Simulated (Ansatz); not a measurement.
Consider the formal exchange of groups at a B–Si bond: `B[SiH](C)B[SiH3]` + `N[SiH2][SiH2]F` → `B[SiH](N)[SiH2]F` + `C[SiH2]B[SiH3]`.

Calculated with Ansatz (gas phase, PBE0-D4/def2-TZVP geometries, no zero-point term in ΔE). CBS: MP2 limit from def2 TZ/QZ plus the TZ coupled-cluster correction, frozen cores. Functionals use def2-TZVPP. B3LYP here is the variant with VWN-RPA as its local correlation; programs differ in this. One conformer a species, not always the lowest.

`B[SiH](C)B[SiH3]`:

Cartesian coordinates in Å:
```
B 1.885 1.209 -0.648
Si 0.171 1.114 0.392
C 0.282 0.154 2.005
B -0.962 0.253 -1.022
Si -1.333 -1.715 -1.078
H 2.054 2.065 -1.465
H 2.738 0.379 -0.523
H -0.340 2.498 0.636
H 0.673 -0.850 1.824
H -0.700 0.054 2.474
H 0.945 0.653 2.715
H -1.315 0.932 -1.943
H -1.387 -2.358 0.264
H -2.559 -2.098 -1.832
H -0.153 -2.290 -1.799
```

`N[SiH2][SiH2]F`:

Z-matrix (Å, degrees):
```
Si
Si 1 2.346
N 1 1.722 2 107.7
H 1 1.489 2 109.2 3 117.5
H 1 1.496 2 108.9 3 -126.5
F 2 1.612 1 108.6 3 52.8
H 2 1.487 1 112.3 3 -65.6
H 2 1.488 1 112.1 3 171.6
H 3 1.008 1 119.2 2 -48.4
H 3 1.008 1 120.0 2 169.3
```

`B[SiH](N)[SiH2]F`:

Cartesian coordinates in Å:
```
B 1.379 -1.411 0.328
Si -0.386 -0.520 0.088
N -1.020 -0.643 -1.509
Si -0.040 1.741 0.643
F 1.247 2.330 -0.123
H 1.870 -1.416 1.419
H 2.000 -1.907 -0.565
H -1.305 -0.991 1.181
H -0.865 -1.477 -2.051
H -1.879 -0.190 -1.772
H 0.201 1.894 2.103
H -1.202 2.589 0.257
```

`C[SiH2]B[SiH3]`:

Cartesian coordinates in Å:
```
C 1.396 0.928 0.998
Si 0.514 1.183 -0.638
B -0.723 -0.297 -1.185
Si -1.403 -1.683 0.094
H 0.679 0.739 1.799
H 2.073 0.072 0.944
H 1.986 1.807 1.267
H 1.506 1.502 -1.706
H -0.405 2.363 -0.535
H -1.065 -0.355 -2.331
H -0.361 -2.757 0.060
H -2.708 -2.302 -0.268
H -1.488 -1.199 1.500
```

```
             level  ΔE (eV)
           PBE0-D4     0.00
          B3LYP-D4    -0.01
           ωB97X-V    -0.01
           ωB97M-V    -0.01
            r2SCAN     0.01
    MP2/def2-TZVPP     0.02
SCS-MP2/def2-TZVPP     0.01
CCSD(T)/def2-TZVPP     0.02
```

(1) What does CCSD(T)/CBS give? (Estimate.)

Largest T1 diagnostic among the species: 0.015.

Results:

(1) Computed: +0.01 eV. The listed levels differ from it by -0.01, -0.02, -0.02, -0.02, 0.00, 0.01, 0.00, 0.01 eV.

In def2-TZVPP, CCSD(T) changes the Hartree–Fock value by +0.06 eV (the triples alone add +0.01 eV) and MP2 by +0.06 eV.
